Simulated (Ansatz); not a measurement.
Cost and result up the ladder for (LiH)4 cube (Li4H4) (8 atoms). The state is a singlet with charge 0. Geometry: PBE-D4/def2-TZVP.

Cartesian coordinates in Å:
```
Li 0.064 -1.118 1.035
Li 0.340 -0.561 -1.377
Li 1.002 1.090 0.366
Li -1.406 0.590 -0.024
H -1.080 -1.174 -0.394
H 1.515 -0.636 0.026
H -0.366 0.605 1.483
H -0.069 1.205 -1.115
```

Ansatz on 2 threads of Arm Neoverse V1 on a shared host. Times are rough, and most runs start from the orbitals of an earlier one. PBE0-D4/def2-TZVP serves as the yardstick here, not as an exact answer. Differences are given only for rows in sets of like size (and for xTB, whose basis is part of the method), since another set adds its own error. Binding counts from free atoms at the same level (Li doublet, H doublet; other spins of the atoms weren't run), without zero-point energy or a counterpoise term.

LC-ωPBE has ω = 0.4 bohr⁻¹. Correlated methods freeze no core orbitals; core or outer-core shells of Li are correlated, in sets that lack core-valence functions.

Correlated methods converge slowly with the basis.

```csv
level,functions,wall time,binding energy per atom (eV),difference from PBE0-D4/def2-TZVP (eV)
MP2/def2-TZVP,80,0.25 s,1.78,-0.16
PBE-D4/def2-SVP,56,0.75 s,1.99,–
BHLYP-D4/def2-TZVP,80,0.85 s,2.02,0.08
PBE0-D4/def2-SVP,56,0.9 s,1.98,–
LC-ωPBE/def2-TZVP,80,0.95 s,1.95,0.01
PBE-D4/def2-TZVP (with forces),80,1.1 s,1.95,0.01
PBE0-D4/def2-TZVP,80,1.1 s,1.94,0.00
BLYP-D4/def2-TZVP,80,1.5 s,2.02,0.08
r2SCAN-D4/def2-TZVP,80,1.8 s,1.98,0.04
CCSD(T)/def2-TZVPP,132,7.5 s,2.00,0.06
```
